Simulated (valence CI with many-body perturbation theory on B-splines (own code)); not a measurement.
# E1 line list for Xe3+

Calculated by configuration interaction combined with many-body perturbation theory (CI+MBPT): five valence electrons over a frozen Dirac-Fock core [Kr] 4d10, radial functions for each j: 9 s, 9 p, 8 d, 6 f, 3 g, 1 h, with the one-electron correlation potential Σ1, the two-electron term Σ2, the three-electron term Σ3, Breit, model QED; selected CI, second order for the rest, scaled by the run's own slope (own B-spline code, finite nucleus).

Set against measurement, 50 paired levels are off by 279 cm⁻¹ on average, the worst by 838. These come from a selection out of Saloman, J. Phys. Chem. Ref. Data 33, 765 (2004). Levels without a partner in it may be off by more. Among the levels kept, up to 980 cm⁻¹ of a level comes from second order outside the variational space, and about a tenth of that is noise between levels of different J, which matters for small intervals. 7 measured levels below the end of the list, from 133027 cm⁻¹ on, found no clear computed partner, and computed levels of the same name lie up to 49996 cm⁻¹ from them.

Lines 201 to 237 of 237 in falling wavelength, among levels below 193516 cm⁻¹, chosen from the strongest by gf and those to the six lowest levels. Wavelengths and rates use the calculated energies, so an error of 300 cm⁻¹ moves a line at 61.89 nm by 0.19 % and its rate by three times that or more. Electric multipoles are in the length gauge, E1 and E2 with the static RPA response of the core. Weak lines are less certain than strong ones. Lines between different terms over intervals too small for the method are left out, as are lines whose strength nearly cancels. Where a level lies close to another of its J and parity, the split of strength between their lines is uncertain. The highest levels of a list are the least certain.

Names give the largest LS component (configuration and term), which can be under half, so a name can repeat, a term be missing and a line seem to break the LS rules; names also repeat where a configuration has a term twice. Letters in brackets count levels of one name in rising energy.

| λ vac (nm) | λ from measured levels | Upper | Lower | A (s⁻¹) | S (a.u.) with core polarisation | S without |
| --- | --- | --- | --- | --- | --- | --- |
| 61.89 | 61.92 | 5s2.5p2.5d 2D_5/2 [b] | 5s2.5p3 2D°_5/2 | 3.72e+09 | 2.61e+00 | 2.89e+00 |
| 61.83 | 61.94 | 5s2.5p2.5d 4P_3/2 | 5s2.5p3 4S°_3/2 | 1.79e+10 | 8.37e+00 | 9.77e+00 |
| 61.50 | 61.60 | 5s2.5p2.5d 2D_3/2 [c] | 5s2.5p3 2P°_1/2 | 1.17e+10 | 5.36e+00 | 6.13e+00 |
| 61.31 | 61.40 | 5s2.5p2.5d 2D_3/2 [b] | 5s2.5p3 2D°_3/2 | 1.39e+10 | 6.33e+00 | 7.35e+00 |
| 61.30 | 61.43 | 5s2.5p2.5d 2F_5/2 [b] | 5s2.5p3 2D°_3/2 | 9.24e+09 | 6.30e+00 | 7.20e+00 |
| 61.28 | 61.40 | 5s2.5p2.5d 4P_1/2 | 5s2.5p3 4S°_3/2 | 1.86e+10 | 4.23e+00 | 4.98e+00 |
| 60.95 |  | 5s2.5p2.5d 2D_3/2 [a] | 5s2.5p3 4S°_3/2 | 7.50e+08 | 3.35e-01 | 3.77e-01 |
| 60.55 |  | 5s2.5p2.5d 2P_1/2 [c] | 5s2.5p3 2D°_3/2 | 9.29e+07 | 2.04e-02 | 6.22e-03 |
| 60.44 |  | 5s2.5p2.5d 2P_3/2 | 5s2.5p3 2D°_5/2 | 6.18e+08 | 2.69e-01 | 3.56e-01 |
| 60.44 | 60.50 | 5s2.5p2.6s 4P_3/2 [a] | 5s2.5p3 4S°_3/2 | 3.86e+09 | 1.68e+00 | 1.69e+00 |
| 60.31 | 60.34 | 5s2.5p2.5d 2D_5/2 [b] | 5s2.5p3 2D°_3/2 | 4.77e+08 | 3.10e-01 | 3.12e-01 |
| 60.12 |  | 5s2.5p2.6s 4P_3/2 [b] | 5s2.5p3 4S°_3/2 | 1.26e+09 | 5.40e-01 | 7.34e-01 |
| 59.72 | 59.81 | 5s2.5p2.6s 2P_1/2 | 5s2.5p3 4S°_3/2 | 1.21e+09 | 2.54e-01 | 2.99e-01 |
| 59.29 | 59.33 | 5s2.5p2.6s 2D_5/2 | 5s2.5p3 2D°_5/2 | 7.56e+08 | 4.66e-01 | 3.63e-01 |
| 59.03 | 59.17 | 5s2.5p2.5d 2D_5/2 [a] | 5s2.5p3 4S°_3/2 | 2.08e+07 | 1.27e-02 | 3.81e-02 |
| 58.93 |  | 5s2.5p2.5d 2P_3/2 | 5s2.5p3 2D°_3/2 | 1.48e+07 | 5.99e-03 | 6.49e-04 |
| 58.58 | 58.65 | 5s2.5p2.6s 4P_5/2 | 5s2.5p3 4S°_3/2 | 2.49e+09 | 1.49e+00 | 1.44e+00 |
| 58.46 |  | 5s2.5p2.6s 2P_3/2 [b] | 5s2.5p3 2D°_5/2 | 4.69e+08 | 1.85e-01 | 1.43e-01 |
| 57.84 | 57.88 | 5s2.5p2.6s 2D_5/2 | 5s2.5p3 2D°_3/2 | 7.39e+08 | 4.24e-01 | 3.85e-01 |
| 57.83 | 57.96 | 5s2.5p2.5d 2D_5/2 [c] | 5s2.5p3 2D°_5/2 | 3.48e+08 | 1.99e-01 | 1.89e-01 |
| 57.74 | 57.85 | 5s2.5p2.5d 2D_3/2 [c] | 5s2.5p3 2D°_5/2 | 6.94e+06 | 2.64e-03 | 1.73e-03 |
| 57.72 | 57.84 | 5s2.5p2.5d 2P_1/2 [b] | 5s2.5p3 4S°_3/2 | 3.66e+08 | 6.94e-02 | 8.28e-02 |
| 57.67 | 57.73 | 5s2.5p2.6s 2P_3/2 [a] | 5s2.5p3 4S°_3/2 | 4.01e+07 | 1.52e-02 | 1.50e-02 |
| 57.04 |  | 5s2.5p2.6s 2P_3/2 [b] | 5s2.5p3 2D°_3/2 | 3.76e+07 | 1.38e-02 | 4.65e-03 |
| 57.04 | 57.14 | 5s2.5p2.5d 2S_1/2 | 5s2.5p3 2D°_3/2 | 8.69e+08 | 1.59e-01 | 1.70e-01 |
| 56.67 | 56.78 | 5s2.5p2.5d 2D_3/2 [b] | 5s2.5p3 4S°_3/2 | 1.63e+07 | 5.86e-03 | 8.74e-03 |
| 56.67 | 56.80 | 5s2.5p2.5d 2F_5/2 [b] | 5s2.5p3 4S°_3/2 | 1.28e+07 | 6.90e-03 | 8.21e-03 |
| 56.44 | 56.57 | 5s2.5p2.5d 2D_5/2 [c] | 5s2.5p3 2D°_3/2 | 1.46e+07 | 7.77e-03 | 1.07e-02 |
| 56.36 | 56.46 | 5s2.5p2.5d 2D_3/2 [c] | 5s2.5p3 2D°_3/2 | 1.77e+07 | 6.26e-03 | 3.92e-03 |
| 56.02 |  | 5s2.5p2.5d 2P_1/2 [c] | 5s2.5p3 4S°_3/2 | 6.64e+07 | 1.15e-02 | 1.07e-02 |
| 55.82 | 55.87 | 5s2.5p2.5d 2D_5/2 [b] | 5s2.5p3 4S°_3/2 | 4.44e+07 | 2.29e-02 | 1.55e-02 |
| 54.64 |  | 5s2.5p2.5d 2P_3/2 | 5s2.5p3 4S°_3/2 | 3.50e+06 | 1.13e-03 | 4.06e-04 |
| 53.69 | 53.75 | 5s2.5p2.6s 2D_5/2 | 5s2.5p3 4S°_3/2 | 1.85e+07 | 8.46e-03 | 5.23e-03 |
| 53.01 |  | 5s2.5p2.6s 2P_3/2 [b] | 5s2.5p3 4S°_3/2 | 4.40e+06 | 1.29e-03 | 2.52e-03 |
| 53.01 | 53.11 | 5s2.5p2.5d 2S_1/2 | 5s2.5p3 4S°_3/2 | 2.40e+05 | 3.53e-05 | 4.28e-05 |
| 52.49 | 52.62 | 5s2.5p2.5d 2D_5/2 [c] | 5s2.5p3 4S°_3/2 | 1.29e+07 | 5.54e-03 | 6.08e-03 |
| 52.42 | 52.53 | 5s2.5p2.5d 2D_3/2 [c] | 5s2.5p3 4S°_3/2 | 3.70e+06 | 1.05e-03 | 1.32e-03 |
